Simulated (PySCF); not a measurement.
F$_{3}$OTa, triplet, at a GFN2-xTB geometry (such geometries of metal compounds can be far from the true shape) (the multiplicity is a formal guess) (core potentials on Ta); PySCF with HF/def2-SVP.

PySCF was given this input:
```python
from pyscf import gto, scf

mol = gto.M(
    atom='''
Ta   -0.01066251    0.04207787   -0.01079469
O     1.56869310    0.76107597   -0.45743268
F     1.16433961   -1.36758425    0.39255051
F    -1.40073755   -1.15354263    0.07044527
F    -1.07151112    1.50331666    0.03116803
''',
    basis='def2-svp',
    ecp={'Ta': 'def2-svp'},
    spin=2,
    verbose=4,
)

mf = scf.UHF(mol)
mf.kernel()
mo_i, mo_e, stable_i, stable_e = mf.stability(internal=True, external=True, return_status=True, nroots=6, tol=1e-6)
print('internally stable:', stable_i, ' externally stable:', stable_e)
if not stable_i:
    umf = mf.copy()
    umf.scf_summary = {}
    umf.kernel(umf.make_rdm1(mo_i, mf.mo_occ))
```

The log (banner, timings and long lists left out):

```
PySCF version 2.14.0

[INPUT] verbose = 4
[INPUT] num. atoms = 5
[INPUT] num. electrons = 48
[INPUT] charge = 0
[INPUT] spin (= nelec alpha-beta = 2S) = 2
[INPUT] symmetry False subgroup None
[INPUT] Mole.unit = angstrom
[INPUT] Symbol           X                Y                Z      unit          X                Y                Z       unit  Magmom
[INPUT]  1 Ta    -0.010662510000   0.042077870000  -0.010794690000 AA   -0.020149223700   0.079515650205  -0.020399007700 Bohr   0.0
[INPUT]  2 O      1.568693100000   0.761075970000  -0.457432680000 AA    2.964400332495   1.438225143288  -0.864422485626 Bohr   0.0
[INPUT]  3 F      1.164339610000  -1.367584250000   0.392550510000 AA    2.200282978883  -2.584359684769   0.741812953958 Bohr   0.0
[INPUT]  4 F     -1.400737550000  -1.153542630000   0.070445270000 AA   -2.647010341894  -2.179879643710   0.133122267071 Bohr   0.0
[INPUT]  5 F     -1.071511120000   1.503316660000   0.031168030000 AA   -2.024862556226   2.840856765896   0.058899040542 Bohr   0.0

nuclear repulsion = 216.644046281248
number of shells = 36
number of NR pGTOs = 153
number of NR cGTOs = 88
basis = def2-svp
ecp = {'Ta': 'def2-svp'}

******** <class 'pyscf.scf.uhf.UHF'> ********
method = UHF
initial guess = minao
damping factor = 0
level_shift factor = 0
DIIS = <class 'pyscf.scf.diis.CDIIS'>
diis_start_cycle = 1
diis_space = 8
diis_damp = 0
SCF conv_tol = 1e-09
SCF conv_tol_grad = None
SCF max_cycles = 50
direct_scf = True
direct_scf_tol = 1e-13
number electrons alpha = 25  beta = 23
Set gradient conv threshold to 3.16228e-05
init E= -415.867557019549

cycle= 1 E= -429.27581507915  delta_E= -13.4  |g|= 0.595  |ddm|= 5.57
cycle= 2 E= -429.347749937423  delta_E= -0.0719  |g|= 0.332  |ddm|= 0.55
cycle= 3 E= -429.386426284118  delta_E= -0.0387  |g|= 0.0719  |ddm|= 0.243
cycle= 4 E= -429.390305487577  delta_E= -0.00388  |g|= 0.0202  |ddm|= 0.111
cycle= 5 E= -429.39115523911  delta_E= -0.00085  |g|= 0.00982  |ddm|= 0.0602
cycle= 6 E= -429.391344312188  delta_E= -0.000189  |g|= 0.00602  |ddm|= 0.0242
cycle= 7 E= -429.391444308964  delta_E= -0.0001  |g|= 0.0044  |ddm|= 0.0148
cycle= 8 E= -429.391513979482  delta_E= -6.97e-05  |g|= 0.00379  |ddm|= 0.0107
cycle= 9 E= -429.391602581684  delta_E= -8.86e-05  |g|= 0.00341  |ddm|= 0.0142
cycle= 10 E= -429.391698407792  delta_E= -9.58e-05  |g|= 0.00303  |ddm|= 0.017
cycle= 11 E= -429.391831053567  delta_E= -0.000133  |g|= 0.00239  |ddm|= 0.0288
cycle= 12 E= -429.391971426434  delta_E= -0.00014  |g|= 0.00138  |ddm|= 0.0503
cycle= 13 E= -429.391987266475  delta_E= -1.58e-05  |g|= 0.000895  |ddm|= 0.0109
cycle= 14 E= -429.391998477628  delta_E= -1.12e-05  |g|= 0.000609  |ddm|= 0.0138
cycle= 15 E= -429.392000617703  delta_E= -2.14e-06  |g|= 0.000513  |ddm|= 0.0041
cycle= 16 E= -429.392002004133  delta_E= -1.39e-06  |g|= 0.000463  |ddm|= 0.00198
cycle= 17 E= -429.392003372059  delta_E= -1.37e-06  |g|= 0.000414  |ddm|= 0.00175
cycle= 18 E= -429.39200561373  delta_E= -2.24e-06  |g|= 0.000352  |ddm|= 0.00325
cycle= 19 E= -429.392008448319  delta_E= -2.83e-06  |g|= 0.00024  |ddm|= 0.00555
cycle= 20 E= -429.392009470919  delta_E= -1.02e-06  |g|= 0.000174  |ddm|= 0.00318
cycle= 21 E= -429.392009894856  delta_E= -4.24e-07  |g|= 0.000123  |ddm|= 0.00214
cycle= 22 E= -429.39201011264  delta_E= -2.18e-07  |g|= 6.63e-05  |ddm|= 0.00208
cycle= 23 E= -429.392010139449  delta_E= -2.68e-08  |g|= 4.42e-05  |ddm|= 0.000761
cycle= 24 E= -429.39201014385  delta_E= -4.4e-09  |g|= 3.13e-05  |ddm|= 0.00043
cycle= 25 E= -429.392010148592  delta_E= -4.74e-09  |g|= 2.44e-05  |ddm|= 0.000173
cycle= 26 E= -429.392010150681  delta_E= -2.09e-09  |g|= 2.09e-05  |ddm|= 8.78e-05
cycle= 27 E= -429.392010155494  delta_E= -4.81e-09  |g|= 1.69e-05  |ddm|= 0.000184
cycle= 28 E= -429.392010158773  delta_E= -3.28e-09  |g|= 1.39e-05  |ddm|= 0.00015
cycle= 29 E= -429.392010161532  delta_E= -2.76e-09  |g|= 9.85e-06  |ddm|= 0.000244
cycle= 30 E= -429.392010162213  delta_E= -6.82e-10  |g|= 7.82e-06  |ddm|= 0.000135
Extra cycle  E= -429.392010162377  delta_E= -1.64e-10  |g|= 7.26e-06  |ddm|= 1.38e-05
converged SCF energy = -429.392010162377  <S^2> = 2.0075855  2S+1 = 3.0050527
uhf_internal: lowest eigs of H = [0.03854537 0.05622489 0.15151306 0.19018024 0.29831912 0.43901055]
<class 'pyscf.scf.uhf.UHF'> wavefunction is stable in the internal stability analysis
uhf_real2complex: lowest eigs of H = [0.02992858 0.03996964 0.08269146 0.10300992 0.15173463 0.26909021]
<class 'pyscf.scf.uhf.UHF'> wavefunction is stable in the real -> complex stability analysis
uhf_external: lowest eigs of H = [-1.58320653e-03 -2.01982040e-08  1.61534994e-02  3.34689528e-02
  6.83027492e-02  9.08514974e-02]
<class 'pyscf.scf.uhf.UHF'> wavefunction has an UHF/UKS -> GHF/GKS instability
internally stable: True  externally stable: False
```
